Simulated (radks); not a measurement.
Problem. The silver ion Ag10+ is in [Kr] 4d(3/2: 1, 5/2: 0). Method: Dirac Kohn-Sham, relativistic LDA (MacDonald-Vosko exchange, VWN5 correlation), spin-unpolarised, spherical densities, finite nucleus; Fermi nuclear charge, rms radius of each element as measured or else 0.836 A^(1/3) + 0.57 fm; computed with a radial shooting solver on a logarithmic mesh with Libxc functionals. Sub-shells are occupied by j as written (lower j first in brackets). One electron is removed from 4d3/2, 4p1/2, 4s1/2, 4p3/2 in turn, with full relaxation. Which removal costs least, and what does each cost?

Solution. 4d3/2 189.45 eV; 4p3/2 247.84 eV; 4p1/2 254.46 eV; 4s1/2 289.91 eV. The 4d3/2 electron leaves first.
